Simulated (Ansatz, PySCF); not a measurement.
Process, species as SMILES: CN[SiH3] + 2 [H][H] (H2) -> C (CH4) + N (NH3) + [SiH4] (SiH4)
Geometries: B3LYP-D3(BJ)/def2-TZVP minima from Ansatz (an electronic-structure program).

Property: energy of full hydrogenation (enthalpy at 298 K, with B3LYP-D3(BJ) rigid-rotor harmonic-oscillator terms from PySCF), in kJ/mol. Valence correlation only, unless marked. Spin-orbit coupling is left out. Non-relativistic unless marked X2C. CBS(X,Y): correlation extrapolated as X^-3; Hartree-Fock from the larger set.

```json
[
 {"level": "HF/6-31G", "program": "Ansatz", "energy of full hydrogenation (kJ/mol)": "-103.8"},
 {"level": "r2SCANh-D4/def2-TZVPD", "program": "Ansatz + dftd4", "energy of full hydrogenation (kJ/mol)": "-60.5"},
 {"level": "wB97X/def2-TZVPD", "program": "Ansatz", "energy of full hydrogenation (kJ/mol)": "-69.9"},
 {"level": "SCS-MP2/6-31G*", "program": "Ansatz", "energy of full hydrogenation (kJ/mol)": "-45.2"},
 {"level": "CCSD(T)/6-31G*", "program": "Ansatz", "energy of full hydrogenation (kJ/mol)": "-40.0"},
 {"level": "X2C-CCSD(T)/cc-pVTZ-DK", "program": "Ansatz", "energy of full hydrogenation (kJ/mol)": "-67.0"},
 {"level": "CCSD(T)/CBS(cc-pV(T+d)Z,cc-pV(Q+d)Z)", "program": "Ansatz", "energy of full hydrogenation (kJ/mol)": "-60.3"}
]
```
